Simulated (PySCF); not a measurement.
CH7Cl2NSi2. Atoms are numbered in the order given.

```xyz
13

C      1.7922    -0.7962    -0.7501
Si     0.4224     0.0362     0.1747
Cl     0.3052     1.9981    -0.4888
Cl     0.8514     0.1040     2.1955
N     -1.0920    -0.7634     0.0355
Si    -1.9174    -1.2942    -1.4108
H      1.9177    -1.8286    -0.3911
H      2.7345    -0.2490    -0.6024
H      1.5729    -0.8190    -1.8283
H     -1.6456    -0.7459     0.8894
H     -0.9263    -1.2270    -2.5234
H     -2.4018    -2.6989    -1.2559
H     -3.0926    -0.4340    -1.7455
```
Charge 0, spin multiplicity 1.

Coordinates come from a PBE0-D3(BJ)/def2-SVP optimisation. The values are those of a single conformer.

Method: r2SCAN/def2-TZVP run with PySCF.

ESP charges are fitted to the potential on shells at 1.4 to 2.0 van der Waals radii. Atomic charges (e):

```json
[
 {"atom": "C1", "Löwdin": "-0.44", "meta-Löwdin": "-0.63", "ESP fit": "-0.65", "Mulliken": "-0.46"},
 {"atom": "Si2", "Löwdin": "-0.48", "meta-Löwdin": "1.08", "ESP fit": "0.40", "Mulliken": "0.67"},
 {"atom": "Cl3", "Löwdin": "0.22", "meta-Löwdin": "-0.32", "ESP fit": "-0.15", "Mulliken": "-0.25"},
 {"atom": "Cl4", "Löwdin": "0.23", "meta-Löwdin": "-0.31", "ESP fit": "-0.15", "Mulliken": "-0.25"},
 {"atom": "N5", "Löwdin": "-0.21", "meta-Löwdin": "-0.81", "ESP fit": "-0.56", "Mulliken": "-0.54"},
 {"atom": "Si6", "Löwdin": "0.20", "meta-Löwdin": "0.62", "ESP fit": "0.37", "Mulliken": "0.31"},
 {"atom": "H7", "Löwdin": "0.14", "meta-Löwdin": "0.14", "ESP fit": "0.21", "Mulliken": "0.14"},
 {"atom": "H8", "Löwdin": "0.14", "meta-Löwdin": "0.15", "ESP fit": "0.20", "Mulliken": "0.14"},
 {"atom": "H9", "Löwdin": "0.14", "meta-Löwdin": "0.15", "ESP fit": "0.20", "Mulliken": "0.14"},
 {"atom": "H10", "Löwdin": "0.19", "meta-Löwdin": "0.26", "ESP fit": "0.34", "Mulliken": "0.23"},
 {"atom": "H11", "Löwdin": "-0.04", "meta-Löwdin": "-0.10", "ESP fit": "-0.05", "Mulliken": "-0.04"},
 {"atom": "H12", "Löwdin": "-0.05", "meta-Löwdin": "-0.11", "ESP fit": "-0.08", "Mulliken": "-0.04"},
 {"atom": "H13", "Löwdin": "-0.05", "meta-Löwdin": "-0.11", "ESP fit": "-0.08", "Mulliken": "-0.04"}
]
```

Computed Mayer and Wiberg (Löwdin basis) orders of the bonds:
| bond | Mayer | Wiberg |
|---|---|---|
| C1–Si2 | 1.02 | 1.22 |
| Si2–Cl3 | 1.14 | 1.76 |
| Si2–Cl4 | 1.14 | 1.77 |
| Si2–N5 | 1.17 | 1.42 |
| N5–Si6 | 1.08 | 1.40 |
| C1–H7 | 0.94 | 0.89 |
| C1–H8 | 0.94 | 0.89 |
| C1–H9 | 0.94 | 0.89 |
| N5–H10 | 0.88 | 0.87 |
| Si6–H11 | 0.95 | 0.95 |
| Si6–H12 | 0.94 | 0.96 |
| Si6–H13 | 0.94 | 0.96 |
